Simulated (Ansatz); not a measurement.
Basis-set series for C₂H₆B₂O (`BC(=C)BO`). The species carries charge 0 and has multiplicity 1. All single points use the PBE0-D4/def2-TZVP geometry. It is one conformer, not always the lowest.

Z-matrix (Å, degrees):
```
B
C 1 1.539
H 1 1.204 2 121.7
H 1 1.198 2 120.7 3 180.0
C 2 1.348 1 117.9 3 179.9
B 2 1.565 1 123.7 3 -0.1
H 5 1.089 2 121.9 1 -180.0
H 5 1.088 2 122.0 1 0.0
O 6 1.351 2 122.0 1 0.1
H 6 1.201 2 121.6 1 -179.9
H 9 0.964 6 112.1 2 -0.0
```

```tsv
functional	basis	functions	energy (Eh)	HOMO (eV)	LUMO (eV)
PBE0-D4	def2-SVP	100	-204.35096	-8.29	-2.36
PBE0-D4	def2-QZVPP	465	-204.59334	-8.38	-2.46
ωB97M-V	def2-SVP	100	-204.49919	-10.54	-0.23
ωB97M-V	def2-QZVPP	465	-204.75196	-10.66	-0.43
```

Give the rows for def2-TZVPP. (Best estimate.)

Ansatz gave: 
```csv
functional,basis,functions,energy (Eh),HOMO (eV),LUMO (eV)
PBE0-D4,def2-TZVPP,239,-204.58146,-8.36,-2.44
ωB97M-V,def2-TZVPP,239,-204.74073,-10.65,-0.39
```
